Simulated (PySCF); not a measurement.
# Ligand-field analysis of [TcF6]2-

[TcF6]2-: Tc(IV) (d3), charge -2. The structure is a PBE0-D3(BJ)/def2-TZVP, IEF-PCM water geometry optimised for multiplicity 4; coordination octahedral, point group Oh, metal–donor distances 1.94 Å.

The d shell alone is too small an active space for [TcF6]2- (an active orbital has only 0.68 squared overlap with the free ion's shell): its levels, fitted parameters, g values and moments show what this model gives and aren't sound predictions.

```
7

Tc    0.000    0.000    0.000
F     1.938    0.000    0.000
F    -1.938    0.000    0.000
F     0.000    1.938    0.000
F     0.000   -1.938    0.000
F     0.000    0.000    1.938
F     0.000    0.000   -1.938
```

Method (PySCF 2.14, density fitting): CASSCF(3,5) with orbitals averaged over all microstates of the shell, strongly contracted NEVPT2 on the averaged canonical orbitals; basis x2c-TZVPall on the metal, x2c-SVPall elsewhere; spin-free X2C; IEF-PCM water; spin-orbit coupling by state interaction with the mean-field operator over all roots.

## Spin-free states

```
2S+1  deg.  symmetry  free-ion term  CASSCF / cm⁻¹  NEVPT2 / cm⁻¹  f(ED)          occupations
   4     1      4A2g        4F 1.00              0              0      –  1.0 1.0 1.0 0.0 0.0
   2     2       2Eg        2G 0.59          15140          13407      –  1.0 1.0 1.0 0.0 0.0
   2     3      2T1g        2H 0.36          15804          13868      –  1.0 1.0 1.0 0.0 0.0
   2     3      2T2g        2D 0.48          24098          21386      –  1.0 1.0 1.0 0.0 0.0
   4     3      4T2g        4F 1.00          30346          32703      0  0.7 0.7 0.7 0.5 0.5
   4     3      4T1g        4P 0.64          38676          39086      0  0.7 0.7 0.7 0.5 0.5
   2     1      2A1g        2G 1.00          42299          43305      –  0.7 0.7 0.7 0.5 0.5
   2     3      2T2g        2G 0.56          44309          44682      –  0.7 0.7 0.7 0.5 0.5
   2     3      2T1g        2H 0.57          45102          45476      –  0.7 0.7 0.7 0.5 0.5
   2     2       2Eg        2D 0.51          46903          46900      –  0.7 0.7 0.7 0.5 0.5
   2     3      2T1g        2F 0.37          50431          49403      –  0.7 0.7 0.7 0.5 0.5
   2     3      2T2g        2F 0.61          55454          52770      –  0.7 0.7 0.7 0.5 0.5
   2     1      2A2g        2F 1.00          57684          54582      –  0.7 0.7 0.7 0.5 0.5
   2     2       2Eg        2D 0.80          68464          64053      –  0.7 0.7 0.7 0.5 0.5
   4     3      4T1g        4F 0.64          63365          67073      0  0.3 0.3 0.3 1.0 1.0
   2     3      2T1g        2H 0.64          74217          76870      –  0.3 0.3 0.3 1.0 1.0
   2     3      2T2g        2G 0.35          75710          77233      –  0.3 0.3 0.3 1.0 1.0
   2     3      2T1g        2F 0.56          81197          81354      –  0.3 0.3 0.3 1.0 1.0
   2     3      2T2g        2D 0.73          96639          92564      –  0.3 0.3 0.3 1.0 1.0
   2     2       2Eg        2D 0.47         108974         111607      –  0.0 0.0 0.0 1.5 1.5
```

Energies are counted from the ground state at NEVPT2 level. Weights follow the labels. f(ED) is the electric-dipole oscillator strength from the ground state at the fixed geometry, without vibronic coupling; occupations, where given, run over the ligand-field orbitals from the lowest.

## Ligand-field fit

| cm⁻¹ | CASSCF |
| --- | --- |
| 10Dq | 29923 |
| B | 749 |
| B, free ion | 912 |
| C | 2980 |
| C, free ion | 3709 |
| rms of the fit | 291 |

| orbital | CASSCF / cm⁻¹ | metal share | main function |
| --- | --- | --- | --- |
| 1 | 0 | 0.91 | degenerate set |
| 2 | 0 | 0.91 | degenerate set |
| 3 | 0 | 0.91 | degenerate set |
| 4 | 29923 | 0.80 | degenerate set |
| 5 | 29923 | 0.80 | degenerate set |

ζ = 953 cm⁻¹, against 1084 for the free ion.

Spin-orbit levels:

| E / cm⁻¹ | deg. | make-up | g (S′ = 1/2) |
| --- | --- | --- | --- |
| 0.0 | 4 | 1.00 4A2g | – |
| 13351.0 | 4 | 0.98 2Eg | – |
| 13729.6 | 4 | 0.98 2T1g | – |
| 14011.2 | 2 | 1.00 2T1g | 0.54 0.54 0.54 |
| 21463.6 | 4 | 0.97 2T2g | – |
| 21714.8 | 2 | 0.99 2T2g | 1.95 1.95 1.95 |
| 32384.9 | 2 | 0.99 4T2g | 2.88 2.88 2.88 |
| 32615.7 | 4 | 0.98 4T2g | – |
| 32956.5 | 4 | 0.98 4T2g | – |
| 33035.0 | 2 | 0.99 4T2g | 2.44 2.44 2.44 |

Only the lowest levels are listed: 32 of 120 states.

## Magnetism

The ground multiplet follows a spin Hamiltonian with S = 3/2, g = 1.941, 1.941, 1.941, D = 0 (spin-orbit part alone); the lowest levels hold 100 % of the spin-free ground state. μeff is 3.77 μB at 300 K and 3.76 μB at 10 K; the spin-only value is 3.88 μB.

| T / K | χT / cm³ K mol⁻¹ | μeff / μB |
| --- | --- | --- |
| 2 | 1.766 | 3.76 |
| 5 | 1.767 | 3.76 |
| 10 | 1.767 | 3.76 |
| 20 | 1.767 | 3.76 |
| 30 | 1.767 | 3.76 |
| 50 | 1.768 | 3.76 |
| 75 | 1.769 | 3.76 |
| 100 | 1.770 | 3.76 |
| 150 | 1.771 | 3.76 |
| 200 | 1.773 | 3.77 |
| 250 | 1.775 | 3.77 |
| 300 | 1.776 | 3.77 |

Powder magnetisation at 2 K: 0.77 μB at 0.5 T, 1.42 μB at 1 T, 2.23 μB at 2 T, 2.60 μB at 3 T, 2.83 μB at 5 T, 2.89 μB at 7 T.

No frequencies were computed for the optimised geometry. Charge-transfer states lie outside this active space and may come lower than some of these levels. NEVPT2 on the d shell alone tends to put d–d bands too high for such charged or covalently bound ions.

The job took 12 s on one thread of Arm Neoverse V2 (shared host), with 147 basis functions and a peak of 0.56 GiB, launched as `OMP_NUM_THREADS=1 python lf_run.py task.json out`.
